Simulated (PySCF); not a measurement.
# Assignment exercise: C₅H₁₃OPSi

Mapped SMILES: `[CH3:1][SiH2:2][P:3]1[CH2:4][CH2:5][O:6][CH2:7][CH2:8]1`. Each H is labelled by its parent atom.

One averaged value for each set of equivalent atoms, no relativistic terms, isolated molecule, one conformer. GFN2-xTB structure; PBE0/pcSseg-1 with gauge-including orbitals; PySCF.

References, each an isolated molecule treated in the same way: ¹³C (σ = 186.93 ppm), ¹H (σ = 31.72 ppm) against TMS.

(1) Assign these signals to the numbered atoms. ¹³C{¹H} NMR (computed): δ 72.2 (CH2), 23.9 (CH2), -9.0 (CH3).

(2) Assign these signals to the numbered atoms. ¹H NMR (300 MHz, computed): δ 4.26 (m, 2H), 4.01 (m, 4H), 1.55 (m, 4H), 0.21 (m, 3H).

Results:

(1) 
72.2 → C5/C7, sp3 CH2 bonded to O: the inductive effect lowers its shielding
23.9 → C4/C8, sp3 CH2 bonded to P
-9.0 → C1, methyl carbon bonded to Si: an electropositive neighbour leaves it electron-rich and shielded

(2) 
```tsv
δ (ppm)	atoms	environment	reason
4.26	H(Si2)	hydrogen on a silicon bonded to C, P	–
4.01	H(C5)/H(C7)	hydrogen on an sp3 CH2 bonded to O	its carbon carries O, an electronegative neighbour
1.55	H(C4)/H(C8)	hydrogen on an sp3 CH2 bonded to P	–
0.21	H(C1)	hydrogen on a methyl carbon bonded to Si	an electropositive neighbour shields it, as in TMS itself
```

Splittings by ³¹P in the carbon and heteronuclear signals aren't shown, as no couplings were computed. Shifts are as computed. Against solution values, carbons near 30 ppm lie about +3 ppm off and those near 130 ppm about +5 ppm. Of 1211 compounds with measured shifts, 218 miss one by over three times the rms of a fit or turn the order of signals round; such compounds aren't used in these exercises. Multiplicities follow the n + 1 count of equivalent neighbours, as no J values were calculated; m marks all less simple cases, F and P coupling included.
